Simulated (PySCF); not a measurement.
A GIAO shielding run with PySCF (density fitting, non-relativistic, gas phase) on `CN([SiH2]P)C1CC1`, C₄H₁₂NPSi:

```
$ OMP_NUM_THREADS=1 python probes_run.py task.json out

{"job": {"kind": "nmr", "xc": "PBE0", "basis": "pcSseg-1"}, "charge": 0, "multiplicity": 1}
C      0.178304     1.243143    -0.954926
N      0.192362     0.246115     0.088369
Si     1.540729    -0.757519     0.437606
P      3.346225     0.307130    -0.347799
C     -1.069166    -0.160360     0.618186
C     -2.112640    -0.845167    -0.221573
C     -2.361816     0.532368     0.327150
H     -0.236916     2.181118    -0.577587
H     -0.402321     0.923918    -1.826376
H      1.202735     1.431874    -1.277311
H      1.425182    -2.126989    -0.104244
H      1.659239    -0.863330     1.898454
H      4.229065    -0.595777     0.207593
H      3.367380    -0.341042    -1.569093
H     -0.946634    -0.547032     1.622537
H     -2.647998    -1.681900     0.198609
H     -1.928939    -0.935098    -1.281097
H     -3.064621     0.643857     1.139281
H     -2.379974     1.353942    -0.370077
```

Hardware: 1 thread of an Arm Neoverse N1, shared host. The job also computes population analyses, field gradients, ring-centre shieldings.

Problem. How large is the calculation?

Solution. 72 electrons, 193 basis functions and 1042 auxiliary functions.

Problem. How long does it take, and how much memory does it need?

Solution. 54 s of wall time, with 12 SCF cycles and 4 response iterations; peak memory 0.86 GiB. Times on a shared host scatter by some tens of per cent.
